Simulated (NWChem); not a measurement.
The numbers come from NWChem runs, not from measurements. System: CCl₂, charge 0, spin multiplicity 1, at a geometry optimised with B3LYP/def2-SVP. The structure started from a generated list of species. Level: CCSD(T)/def2-TZVP, 11 core orbitals frozen.

Part of the output:

```
             Northwest Computational Chemistry Package (NWChem) 7.3.0
             --------------------------------------------------------

                                NWChem Input Module
                                -------------------

 Scaling coordinates for geometry "geometry" by  1.889725989
 (inverse scale =  0.529177249)

 Turning off AUTOSYM since
 SYMMETRY directive was detected!

                             Geometry "geometry" -> ""
                             -------------------------

 Output coordinates in angstroms (scale by  1.889725989 to convert to a.u.)

  No.       Tag          Charge          X              Y              Z
 ---- ---------------- ---------- -------------- -------------- --------------
    1 Cl                  17.0000     1.41665700     0.00000000    -0.15040400
    2 C                    6.0000     0.00000000     0.00000000     0.85228900
    3 Cl                  17.0000    -1.41665700     0.00000000    -0.15040400

 Effective nuclear repulsion energy (a.u.)     116.1751720533

            Nuclear Dipole moment (a.u.)
            ----------------------------
        X                 Y               Z
 ---------------- ---------------- ----------------
     0.0000000000     0.0000000000    -0.0000037795

      Symmetry information
      --------------------

 Group name             C2v
 Group number             16
 Group order               4
 No. of unique centers     2

      Symmetry unique atoms

     1    2


 Summary of "ao basis" -> "" (spherical)
 ------------------------------------------------------------------------------
       Tag                 Description            Shells   Functions and Types
 ---------------- ------------------------------  ------  ---------------------
 *                         def2-tzvp                  on all atoms

 Summary of "ao basis" -> "ao basis" (spherical)
 ------------------------------------------------------------------------------
       Tag                 Description            Shells   Functions and Types
 ---------------- ------------------------------  ------  ---------------------
 Cl                        def2-tzvp                13       37   5s5p2d1f
 C                         def2-tzvp                11       31   5s3p2d1f

                                 NWChem SCF Module
                                 -----------------

  ao basis        = "ao basis"
  functions       =   105
  atoms           =     3
[...]
                   ---------------------------------------------


            General Information
            -------------------
      Number of processors :     1
         Wavefunction type : Restricted Hartree-Fock
          No. of electrons :    40
           Alpha electrons :    20
            Beta electrons :    20
           No. of orbitals :   210
            Alpha orbitals :   105
             Beta orbitals :   105
        Alpha frozen cores :    11
         Beta frozen cores :    11
     Alpha frozen virtuals :     0
      Beta frozen virtuals :     0
         Spin multiplicity : singlet
    Number of AO functions :   105
       Number of AO shells :    37
        Use of symmetry is : on
      Symmetry adaption is : on
         Schwarz screening : 0.10D-09

          Correlation Information
          -----------------------
          Calculation type : Coupled-cluster singles & doubles w/ perturbation
   Perturbative correction : (T)
            Max iterations :      100
        Residual threshold : 0.10D-05
     T(0) DIIS level shift : 0.00D+00
     L(0) DIIS level shift : 0.00D+00
     T(1) DIIS level shift : 0.00D+00
     L(1) DIIS level shift : 0.00D+00
     T(R) DIIS level shift : 0.00D+00
     T(I) DIIS level shift : 0.00D+00
   CC-T/L Amplitude update :  5-th order DIIS
                I/O scheme : Global Array Library
        L-threshold :  0.10D-05
        EOM-threshold :  0.10D-05
 no EOMCCSD initial starts read in
 TCE RESTART OPTIONS
 SLICE:      F
 D4D5:       F
 quantumc:   F
 qrotation:  F
 pwtce:      F
 qducc:      F
 nacto:                         0
 nrotv:                         0
 nrot:                          0

            Memory Information
            ------------------
          Available GA space size is     249025775 doubles
          Available MA space size is     104850068 doubles

 Maximum block size supplied by input
 Maximum block size        24 doubles

 tile_dim =     17

 -------------------------------------------------

 Global array virtual files algorithm will be used

 Parallel file system coherency ......... OK

 4-electron integrals stored in orbital form

 v2    file size   =          3882792
 4-index algorithm nr.  13 is used
 imaxsize =       30
 imaxsize ichop =        0


CCSD iterations
 ---------------------------------------------------------
 Iter          Residuum       Correlation     Cpu    Wall
 ---------------------------------------------------------
    1   0.1890034644195  -0.5093196299520     0.7     0.7
    2   0.0503300852321  -0.5341057520381     0.7     0.7
    3   0.0193292876180  -0.5450569453658     0.8     0.8
    4   0.0100829221738  -0.5469606581166     0.7     0.7
    5   0.0054276725175  -0.5482115510525     0.7     0.7
    6   0.0025617013811  -0.5488223193808     0.8     0.8
    7   0.0014624501611  -0.5489948329501     0.9     0.9
    8   0.0008993924707  -0.5490347381202     0.8     0.8
    9   0.0006202642672  -0.5490388516735     1.0     1.0
   10   0.0004057929782  -0.5490622449672     1.1     1.1
   11   0.0000658939384  -0.5490886182818     0.8     0.8
   12   0.0000325626497  -0.5490952736779     0.9     0.9
   13   0.0000194348693  -0.5490978002893     0.8     0.8
   14   0.0000129283188  -0.5490980649090     0.7     0.7
   15   0.0000084968969  -0.5490984460694     0.8     0.8
   16   0.0000019931495  -0.5490986789358     0.8     0.8
   17   0.0000010353293  -0.5490987211578     0.7     0.7
   18   0.0000005469990  -0.5490987689523     1.0     1.0
 -----------------------------------------------------------------
 Iterations converged
 CCSD correlation energy / hartree =        -0.549098768952339
 CCSD total energy / hartree       =      -957.341086608875344

 Singles contributions

 Doubles contributions
 CCSD(T)
 Using plain CCSD(T) code
             total no. of tasks         1540
 total no. of tasks / no. procs         1540
                         wl_min         1872           3.5
                         wl_max       277440           8.1
        thresh for no. of tasks         1540

 CCSD[T]  correction energy / hartree =        -0.030629425378336
 CCSD[T] correlation energy / hartree =        -0.579728194330675
 CCSD[T] total energy / hartree       =      -957.371716034253723
 CCSD(T)  correction energy / hartree =        -0.029209220131752
 CCSD(T) correlation energy / hartree =        -0.578307989084092
 CCSD(T) total energy / hartree       =      -957.370295829007091

 Task  times  cpu:       77.9s     wall:       77.9s

 Total times  cpu:       78.0s     wall:       78.0s
```

### Question
Write an NWChem input that would produce this output.

### Answer
This is not unique; one that fits is 
```
start mol
memory heap 100 mb stack 700 mb global 1900 mb
geometry units angstroms nocenter noautoz
  Cl     1.416657     0.000000    -0.150404
  C      0.000000     0.000000     0.852289
  Cl    -1.416657     0.000000    -0.150404
  symmetry group C2v
end
basis spherical
  * library def2-tzvp
end
scf
  rhf
  nopen 0
  maxiter 100
  thresh 1e-7
  semidirect memsize 60000000 filesize 0
end
tce
  freeze core 11
  ccsd(t)
  2eorb
  2emet 13
  thresh 1e-6
  maxiter 100
  tilesize 24
end
task tce energy
```
